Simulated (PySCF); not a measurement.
H₄O₄Ti, SMILES [OH][Ti]([OH])([OH])[OH], multiplicity 1.

The structure is a stationary point at B3LYP-D3(BJ)/def2-SVP. The multiplicity is an assumed one; other spin states were not compared. The isomer is the one that the SMILES or the coordinates give; other isomers of the formula were not compared. One conformer was computed; it need not be the lowest.

These are PySCF with M06-2X/def2-TZVP values and carry that method's errors.

Symmetry labels are those of the subgroup C2 that the program uses (full group S4).

List the valence orbital energies around the gap with their symmetry. (Estimate from the structure and the level; the computed values follow.)


| orbital | symmetry | energy (eV) |
|---|---|---|
| HOMO−7 | A | -12.30 |
| HOMO−6 | A | -12.04 |
| HOMO−5 | A | -11.83 |
| HOMO−4 | B | -11.56 |
| HOMO−3 | B | -11.56 |
| HOMO−2 | B | -10.77 |
| HOMO−1 | B | -10.77 |
| HOMO | A | -10.77 |
| LUMO | A | -0.03 |
| LUMO+1 | A | 0.19 |
| LUMO+2 | A | 0.32 |
| LUMO+3 | B | 0.72 |
